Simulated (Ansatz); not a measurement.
# A barrier at the coupled-cluster level

Start structure (Si2NH8F3, singlet), relaxed at PBE0-D4/def2-TZVP:

| atom | x (Å) | y (Å) | z (Å) |
| --- | --- | --- | --- |
| Si1 | -0.1894 | -0.1720 | -0.4121 |
| Si2 | -0.9523 | -0.9397 | 1.7006 |
| F3 | -1.1304 | -1.0922 | -1.3492 |
| F4 | 1.3443 | -0.6526 | -0.2526 |
| H5 | -0.5207 | 1.2757 | -0.3563 |
| H6 | 1.3242 | 1.1334 | -2.2284 |
| N7 | 0.5885 | 0.4470 | -2.3563 |
| H8 | 0.7918 | 0.9999 | 2.3268 |
| F9 | 1.2440 | 1.7428 | 1.9950 |
| H10 | -2.3739 | -0.5799 | 1.9687 |
| H11 | -0.7879 | -2.4005 | 1.9393 |
| H12 | -0.1770 | -0.2808 | 2.8142 |
| H13 | 0.9788 | -0.3411 | -2.8619 |
| H14 | -0.1399 | 0.8600 | -2.9278 |

The step: Si₂NH₇F₂ ([NH3][SiH]([F])([F])[SiH3]) + HF → SiNH₄F₃ ([NH3][SiH]([F])([F])[F]) + SiH₄; bonds formed: Si1–F9, Si2–H8; bonds broken: Si1–Si2, H8–F9. Ansatz 0.2.0; basis: def2-TZVPP and def2-QZVPP; cores frozen in the correlated methods. Extrapolation: Hartree–Fock as exp(−7.88 √X), correlation as X^−2.97. Energies below are by CCSD(T) at an estimated basis limit (MP2 extrapolated from triple and quadruple zeta, plus CCSD(T) − MP2 in triple zeta).

(1) What are the electronic barrier and the energy of the step, from the start structure to the end structure? (An estimate is asked for; the value comes from the calculation.)

T1 diagnostic: at most 0.013.

Results:

(1) The calculation gives: Barrier 25.07 kcal/mol; step energy -42.06 kcal/mol (downhill); reverse barrier, their difference, 67.13 kcal/mol. Barrier and step energy count from the start structure, the reverse barrier from the end structure.

The saddle point: One imaginary mode of 823i cm⁻¹.
```
   pair  start (Å)  saddle (Å)  end (Å)
 Si1–F9       3.39        2.05     1.61
 Si2–H8       2.68        1.90     1.48
Si1–Si2       2.37        2.61     4.07
  H8–F9       0.93        1.12     5.13
```

Zero-point energy (harmonic, PBE0-D4): ZPE is 56.31 kcal/mol at the start and 55.05 kcal/mol at the saddle, so the barrier goes from 25.07 to 23.81 kcal/mol.

Labels in which every atom is bracketed show which atoms are joined, not bond orders.

For scale, one of the runs: CCSD(T)/def2-TZVPP, 320 basis functions, launched by `ansatz run in.yaml --threads 5 --pin off --events-out ev --progress --plain --max-ram 66560MiB --backend cuda --devices 0, --max-vram 37GiB`. The run took 21 s on 5 CPU threads of an AMD EPYC 7R13 and a share of one NVIDIA H100 (shared host), with 0.83 GiB of host memory at its peak.
